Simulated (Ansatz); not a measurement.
Several settings on one geometry of Sn₂Au (the lowest doublet isomer of a short search) (that of the charge 0 doublet, B3LYP-D4/def2-TZVP). Ansatz on 4 threads of Arm Neoverse V2 on a shared host; times are rough.

Cartesian coordinates in Å:
```
Au 0.270 1.543 0.072
Sn 0.501 -0.824 -1.305
Sn -0.772 -0.719 1.233
```

Totals from different functionals, basis sets or treatments of relativity can't be compared as stabilities.

In the def2 sets Au, Sn take a core potential; there is no spin–orbit coupling.

The spins typed aren't always the lowest for that charge.

(1) Give the basis size and estimate the energy, ⟨S²⟩, dipole and time of these runs.

```
run                   method  charge    state                                                                                                  further keys
  1      UKS B97/def2-mTZVPP       0  doublet  final_grid: {core_spheres: 5, valence_spheres: 4, degree: 11}; scf: {lower_state_search: full}; forces asked
  2  ROKS CAM-B3LYP/def2-SVP       0  doublet         point_charges: [{charge: -1.00, position_ang: [5.310, -0.366, -0.966]}]; accuracy: high; forces asked
  3   RKS RPBE-D4/def2-mTZVP      -1  singlet                                                                                                  forces asked
```

Results:

(1) 
```json
{"run": "1", "functions": "108", "energy (Eh)": "-564.4660", "⟨S²⟩": "0.75", "dipole (D)": "0.45", "wall time": "18 s"}
{"run": "2", "functions": "84", "energy (Eh)": "-564.2917", "⟨S²⟩": "–", "dipole (D)": "2.84", "wall time": "13 s"}
{"run": "3", "functions": "108", "energy (Eh)": "-564.7021", "⟨S²⟩": "–", "dipole (D)": "–", "wall time": "5.5 s"}
```

The highest occupied level of an anion often lies above zero with these methods, and sets without diffuse functions describe the outer electron poorly.
